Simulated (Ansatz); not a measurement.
**Nudged elastic band run: CH8OSn**

Input file:

```yaml
crystal:
  periodic: [false, false, false]
  atoms:
    - { symbol: Sn, position_ang: [-0.988331, 1.534831, 0.079945] }
    - { symbol: O, position_ang: [0.284329, -0.040721, 0.031338] }
    - { symbol: C, position_ang: [-0.204147, -1.309044, -0.346464] }
    - { symbol: H, position_ang: [-1.640411, 1.736988, -1.513049] }
    - { symbol: H, position_ang: [0.033873, 2.827722, 0.570507] }
    - { symbol: H, position_ang: [-2.233796, 1.174701, 1.229593] }
    - { symbol: H, position_ang: [2.493737, -0.329897, 0.57429] }
    - { symbol: H, position_ang: [3.225001, -0.524864, 0.734375] }
    - { symbol: H, position_ang: [-1.003038, -1.699955, 0.333265] }
    - { symbol: H, position_ang: [-0.609692, -1.338999, -1.38934] }
    - { symbol: H, position_ang: [0.642477, -2.030763, -0.30446] }
magnetization:
  spin_polarized: true
basis:
  gaussian: { orbitals: def2-SVP }
hamiltonian:
  xc: pbe
neb:
  order_check: false
  images: 1
  f_tol: 0.05
  max_iterations: 60
  climbing: true
  final_atoms:
    - { symbol: Sn, position_ang: [-0.60792522, 1.75294292, 0.8227411] }
    - { symbol: O, position_ang: [1.02470489, -0.49213443, -0.65850442] }
    - { symbol: C, position_ang: [0.29302785, -1.6866336, -0.87011898] }
    - { symbol: H, position_ang: [-1.75084372, 0.72044571, 0.0494959] }
    - { symbol: H, position_ang: [0.35432176, 2.61610584, -0.31282031] }
    - { symbol: H, position_ang: [-1.49443262, 2.90185643, 1.77612542] }
    - { symbol: H, position_ang: [1.57666193, -0.61806604, 0.13566882] }
    - { symbol: H, position_ang: [0.37960168, 0.84871899, 1.9184683] }
    - { symbol: H, position_ang: [-0.40771852, -1.93007566, -0.03511267] }
    - { symbol: H, position_ang: [-0.31831553, -1.54133343, -1.78395681] }
    - { symbol: H, position_ang: [0.95091951, -2.57182773, -1.04198637] }
  initial_path:
    images:
      - { positions_ang: [[-0.988331, 1.534831, 0.079945], [0.284329, -0.040721, 0.031338], [-0.204147, -1.309044, -0.346464], [-1.640411, 1.736988, -1.513049], [0.033873, 2.827722, 0.570507], [-2.233796, 1.174701, 1.229593], [2.493737, -0.329897, 0.57429], [3.225001, -0.524864, 0.734375], [-1.003038, -1.699955, 0.333265], [-0.609692, -1.338999, -1.38934], [0.642477, -2.030763, -0.30446]] }
      - { positions_ang: [[-0.40396146, 1.64588695, 0.34746329], [0.35745827, -0.60207734, 0.02806849], [0.01355319, -1.73626205, -0.70162716], [-1.67264166, 1.4239865, -0.77171283], [0.57611235, 2.88768185, -0.30292732], [-1.15090735, 2.02334464, 1.83873843], [1.19822923, -0.19863023, 0.90832641], [1.33320131, 0.65717983, 1.36764859], [-0.37739857, -2.51854944, -0.04290035], [-0.75826612, -1.46747358, -1.42575602], [0.88462282, -2.11508814, -1.24532154]] }
      - { positions_ang: [[-0.60792522, 1.75294292, 0.8227411], [1.02470489, -0.49213443, -0.65850442], [0.29302785, -1.6866336, -0.87011898], [-1.75084372, 0.72044571, 0.0494959], [0.35432176, 2.61610584, -0.31282031], [-1.49443262, 2.90185643, 1.77612542], [1.57666193, -0.61806604, 0.13566882], [0.37960168, 0.84871899, 1.9184683], [-0.40771852, -1.93007566, -0.03511267], [-0.31831553, -1.54133343, -1.78395681], [0.95091951, -2.57182773, -1.04198637]] }
```

Command:

```bash
$ ansatz run input.yaml --threads 2 --pin off --max-ram 3072MiB --backend cpu --events-out ev --progress --plain --runs-dir out
```

Output, in part (warnings, iteration lines, the closing report on the highest movable image, with atoms numbered from 0):

```
NEB end point (image 0): max|allowed force component| = 2.850e-2 eV/Å (the criterion of neb.relax_end_points is 1.000e-2)
NEB end point (image 2): max|allowed force component| = 2.771e-2 eV/Å (the criterion of neb.relax_end_points is 1.000e-2)
NEB iter   1: max|band force component| = 3.600e0 eV/Å  barrier→ = 1.3287 eV  barrier← = 1.5744 eV  Δτ_max = 0.2000 Å  (83 SCF iters)
NEB iter   2: max|band force component| = 2.224e0 eV/Å  barrier→ = 1.1720 eV  barrier← = 1.4176 eV  Δτ_max = 0.1928 Å  (32 SCF iters)
NEB iter   3: max|band force component| = 1.460e0 eV/Å  barrier→ = 0.9519 eV  barrier← = 1.1975 eV  Δτ_max = 0.2000 Å  (28 SCF iters)
NEB iter   4: max|band force component| = 9.791e-1 eV/Å  barrier→ = 0.5186 eV  barrier← = 0.7642 eV  Δτ_max = 0.2000 Å  (28 SCF iters)
NEB iter   5: max|band force component| = 2.988e0 eV/Å  barrier→ = 0.5295 eV  barrier← = 0.7751 eV  Δτ_max = 0.0985 Å  (28 SCF iters)
NEB iter   6: max|band force component| = 5.901e-1 eV/Å  barrier→ = 0.2592 eV  barrier← = 0.5048 eV  Δτ_max = 0.1441 Å  (28 SCF iters)
NEB iter   7: max|band force component| = 3.761e-1 eV/Å  barrier→ = 0.1764 eV  barrier← = 0.4221 eV  CI = image 1  Δτ_max = 0.1524 Å  (28 SCF iters)
NEB iter   8: max|band force component| = 5.496e-1 eV/Å  barrier→ = 0.2175 eV  barrier← = 0.4632 eV  CI = image 1  Δτ_max = 0.0752 Å  (28 SCF iters)
NEB iter   9: max|band force component| = 5.595e-1 eV/Å  barrier→ = 0.2162 eV  barrier← = 0.4618 eV  CI = image 1  Δτ_max = 0.1508 Å  (28 SCF iters)
NEB iter  10: max|band force component| = 6.850e-1 eV/Å  barrier→ = 0.1979 eV  barrier← = 0.4436 eV  CI = image 1  Δτ_max = 0.2000 Å  (28 SCF iters)
NEB iter  11: max|band force component| = 7.754e-1 eV/Å  barrier→ = 0.1933 eV  barrier← = 0.4390 eV  CI = image 1  Δτ_max = 0.1996 Å  (28 SCF iters)
NEB iter  12: max|band force component| = 1.419e0 eV/Å  barrier→ = 0.2578 eV  barrier← = 0.5034 eV  CI = image 1  Δτ_max = 0.2000 Å  (28 SCF iters)
NEB iter  13: max|band force component| = 1.663e0 eV/Å  barrier→ = 0.4111 eV  barrier← = 0.6567 eV  CI = image 1  Δτ_max = 0.2000 Å  (27 SCF iters)
NEB iter  14: max|band force component| = 1.764e0 eV/Å  barrier→ = 0.5121 eV  barrier← = 0.7577 eV  CI = image 1  Δτ_max = 0.1998 Å  (28 SCF iters)
NEB iter  15: max|band force component| = 1.738e0 eV/Å  barrier→ = 0.5711 eV  barrier← = 0.8167 eV  CI = image 1  Δτ_max = 0.1995 Å  (28 SCF iters)
NEB iter  16: max|band force component| = 1.701e0 eV/Å  barrier→ = 0.6042 eV  barrier← = 0.8498 eV  CI = image 1  Δτ_max = 0.1986 Å  (27 SCF iters)
NEB iter  17: max|band force component| = 1.423e0 eV/Å  barrier→ = 0.3895 eV  barrier← = 0.6351 eV  CI = image 1  Δτ_max = 0.1994 Å  (28 SCF iters)
NEB iter  18: max|band force component| = 1.501e0 eV/Å  barrier→ = 0.3547 eV  barrier← = 0.6004 eV  CI = image 1  Δτ_max = 0.1995 Å  (27 SCF iters)
NEB iter  19: max|band force component| = 1.567e0 eV/Å  barrier→ = 0.3478 eV  barrier← = 0.5935 eV  CI = image 1  Δτ_max = 0.1996 Å  (27 SCF iters)
NEB iter  20: max|band force component| = 1.608e0 eV/Å  barrier→ = 0.3449 eV  barrier← = 0.5905 eV  CI = image 1  Δτ_max = 0.1993 Å  (27 SCF iters)
NEB iter  21: max|band force component| = 1.607e0 eV/Å  barrier→ = 0.3461 eV  barrier← = 0.5917 eV  CI = image 1  Δτ_max = 0.1997 Å  (28 SCF iters)
NEB iter  22: max|band force component| = 1.420e0 eV/Å  barrier→ = 0.3189 eV  barrier← = 0.5645 eV  CI = image 1  Δτ_max = 0.2000 Å  (28 SCF iters)
NEB iter  23: max|band force component| = 1.093e0 eV/Å  barrier→ = 0.2826 eV  barrier← = 0.5282 eV  CI = image 1  Δτ_max = 0.2000 Å  (28 SCF iters)
NEB iter  24: max|band force component| = 1.085e0 eV/Å  barrier→ = 0.2747 eV  barrier← = 0.5203 eV  CI = image 1  Δτ_max = 0.1965 Å  (28 SCF iters)
NEB iter  25: max|band force component| = 6.226e-1 eV/Å  barrier→ = 0.1767 eV  barrier← = 0.4223 eV  CI = image 1  Δτ_max = 0.1980 Å  (29 SCF iters)
NEB iter  26: max|band force component| = 5.372e-1 eV/Å  barrier→ = 0.1251 eV  barrier← = 0.3708 eV  CI = image 1  Δτ_max = 0.1225 Å  (29 SCF iters)
NEB iter  27: max|band force component| = 4.340e-1 eV/Å  barrier→ = 0.0907 eV  barrier← = 0.3364 eV  CI = image 1  Δτ_max = 0.1486 Å  (29 SCF iters)
NEB iter  28: max|band force component| = 3.514e-1 eV/Å  barrier→ = 0.0726 eV  barrier← = 0.3183 eV  CI = image 1  Δτ_max = 0.0727 Å  (28 SCF iters)
NEB iter  29: max|band force component| = 2.573e-1 eV/Å  barrier→ = 0.0692 eV  barrier← = 0.3148 eV  CI = image 1  Δτ_max = 0.1619 Å  (29 SCF iters)
NEB iter  30: max|band force component| = 1.882e-1 eV/Å  barrier→ = 0.0682 eV  barrier← = 0.3138 eV  CI = image 1  Δτ_max = 0.1048 Å  (28 SCF iters)
NEB iter  31: max|band force component| = 1.114e-1 eV/Å  barrier→ = 0.0652 eV  barrier← = 0.3108 eV  CI = image 1  Δτ_max = 0.0589 Å  (28 SCF iters)
NEB iter  32: max|band force component| = 7.913e-2 eV/Å  barrier→ = 0.0630 eV  barrier← = 0.3086 eV  CI = image 1  Δτ_max = 0.1085 Å  (29 SCF iters)
NEB iter  33: max|band force component| = 2.880e-1 eV/Å  barrier→ = 0.0767 eV  barrier← = 0.3223 eV  CI = image 1  Δτ_max = 0.0545 Å  (28 SCF iters)
NEB iter  34: max|band force component| = 2.284e-1 eV/Å  barrier→ = 0.0698 eV  barrier← = 0.3154 eV  CI = image 1  Δτ_max = 0.1085 Å  (29 SCF iters)
NEB iter  35: max|band force component| = 1.739e-1 eV/Å  barrier→ = 0.0732 eV  barrier← = 0.3188 eV  CI = image 1  Δτ_max = 0.1997 Å  (29 SCF iters)
NEB iter  36: max|band force component| = 1.798e-1 eV/Å  barrier→ = 0.0669 eV  barrier← = 0.3125 eV  CI = image 1  Δτ_max = 0.0624 Å  (28 SCF iters)
NEB iter  37: max|band force component| = 1.451e-1 eV/Å  barrier→ = 0.0576 eV  barrier← = 0.3032 eV  CI = image 1  Δτ_max = 0.1377 Å  (29 SCF iters)
NEB iter  38: max|band force component| = 1.024e-1 eV/Å  barrier→ = 0.0606 eV  barrier← = 0.3062 eV  CI = image 1  Δτ_max = 0.1292 Å  (28 SCF iters)
NEB iter  39: max|band force component| = 2.668e-1 eV/Å  barrier→ = 0.0659 eV  barrier← = 0.3115 eV  CI = image 1  Δτ_max = 0.0647 Å  (29 SCF iters)
NEB iter  40: max|band force component| = 8.827e-2 eV/Å  barrier→ = 0.0557 eV  barrier← = 0.3013 eV  CI = image 1  Δτ_max = 0.0359 Å  (28 SCF iters)
NEB iter  41: max|band force component| = 5.486e-2 eV/Å  barrier→ = 0.0527 eV  barrier← = 0.2983 eV  CI = image 1  Δτ_max = 0.1298 Å  (29 SCF iters)
NEB iter  42: max|band force component| = 9.132e-2 eV/Å  barrier→ = 0.0474 eV  barrier← = 0.2930 eV  CI = image 1  Δτ_max = 0.0651 Å  (28 SCF iters)
NEB iter  43: max|band force component| = 1.844e-1 eV/Å  barrier→ = 0.0513 eV  barrier← = 0.2969 eV  CI = image 1  Δτ_max = 0.0325 Å  (28 SCF iters)
NEB iter  44: max|band force component| = 8.265e-2 eV/Å  barrier→ = 0.0524 eV  barrier← = 0.2981 eV  CI = image 1  Δτ_max = 0.0650 Å  (29 SCF iters)
NEB iter  45: max|band force component| = 5.950e-2 eV/Å  barrier→ = 0.0469 eV  barrier← = 0.2925 eV  CI = image 1  Δτ_max = 0.1297 Å  (29 SCF iters)
NEB iter  46: max|band force component| = 3.978e-2 eV/Å  barrier→ = 0.0523 eV  barrier← = 0.2979 eV  CI = image 1  Δτ_max = 0.0000 Å  (57 SCF iters)
Total energy: -9037.42611178 eV, -332.1192838203 hartree
Atom 0 at    -0.599437     1.627225    -0.349995 Å, force     0.024106     0.021738     0.039925 eV/Å
Atom 1 at    -0.477487    -0.351192     0.050687 Å, force    -0.029237    -0.000392     0.000057 eV/Å
Atom 2 at     0.385759    -1.173805    -0.708270 Å, force     0.033191     0.007159     0.039693 eV/Å
Atom 3 at    -1.909476     2.153742     0.631244 Å, force    -0.024526    -0.020390     0.006592 eV/Å
Atom 4 at    -0.911826     1.753298    -2.048291 Å, force     0.017231     0.018914    -0.011287 eV/Å
Atom 5 at     0.892901     2.395332     0.090619 Å, force    -0.007516    -0.018113    -0.031989 eV/Å
Atom 6 at     0.194062    -0.948227     2.221358 Å, force     0.008411    -0.006697     0.025931 eV/Å
Atom 7 at     0.527726    -1.171529     2.882256 Å, force    -0.013467     0.011259    -0.025050 eV/Å
Atom 8 at     1.253932    -1.517054    -0.094596 Å, force    -0.017010    -0.003380    -0.028205 eV/Å
Atom 9 at    -0.160543    -2.081531    -1.054251 Å, force    -0.002282    -0.013417     0.024175 eV/Å
Atom 10 at     0.804391    -0.686259    -1.620760 Å, force     0.011099     0.003318    -0.039843 eV/Å
Dipole moment:     0.076793     0.283441    -0.267132 e Å
```

The run converged. The order of the stationary point at the top wasn't checked. A band with more images between the same ends climbed to 1.04 eV, so this one has probably stepped over the top. So few images can step over the top or miss a turn of the path. The orbitals were unrestricted but ended closed-shell.

Final band (atoms are numbered from 1 in the order of the input):

| image | path coordinate (Å) | energy (eV) | Sn1–O2 (Å) | H7–H8 (Å) | Sn1–H8 (Å) |
| --- | --- | --- | --- | --- | --- |
| 0 | 0.00 | 0.000 | 2.03 | 0.77 | 4.74 |
| 1 | 6.71 | 0.052 | 2.02 | 0.77 | 4.42 |
| 2 | 12.94 | -0.246 | 3.15 | 2.60 | 1.73 |

The run took 65 s on 2 threads of AMD EPYC 9R14 (Zen 4), on a shared host, peak memory 0.18 GiB.
